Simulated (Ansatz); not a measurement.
Ansatz (an electronic-structure program) input (CCSD(T)/def2-SVPD):

Ansatz 0.2 input:
```yaml
crystal:
  periodic: [false, false, false]
  atoms:
    - {symbol: I, position_ang: [-0.00000000, -0.00000000, -1.34736833]}
    - {symbol: I, position_ang: [0.00000000, 0.00000000, 1.34736833]}
basis:
  gaussian:
    orbitals: def2-SVPD
magnetization: {spin_polarized: false}
correlation: {method: ccsd_t, electrons: outside_noble_gas}
output: {forces: true}
```

End of the output:

```
cycle   2  -6.08192767 eV  change   -1.5e-1 eV  update   2.0e-2
cycle   3  -6.09855916 eV  change   -1.7e-2 eV  update   6.2e-3
cycle   4  -6.09791507 eV  change    6.4e-4 eV  update   1.8e-3
cycle   5  -6.09762447 eV  change    2.9e-4 eV  update   6.3e-4
cycle   6  -6.09764732 eV  change   -2.3e-5 eV  update   2.5e-4
cycle   7  -6.09769347 eV  change   -4.6e-5 eV  update   8.9e-5
cycle   8  -6.09770422 eV  change   -1.1e-5 eV  update   2.9e-5
cycle   9  -6.09770149 eV  change    2.7e-6 eV  update   9.4e-6
cycle  10  -6.09770083 eV  change    6.6e-7 eV  update   2.7e-6
perturbative correction -0.17687790 eV, -0.0065001429 hartree
the calculation of the forces begins
Total energy: -16151.28770087 eV, -593.5488752711 hartree
Atom 0 at    -0.000000    -0.000000    -1.347368 Å, force    -0.000000    -0.000000    -0.526658 eV/Å
Atom 1 at     0.000000     0.000000     1.347368 Å, force    -0.000000     0.000000     0.526658 eV/Å
Dipole moment:     0.000000    -0.000000    -0.000000 e Å
```
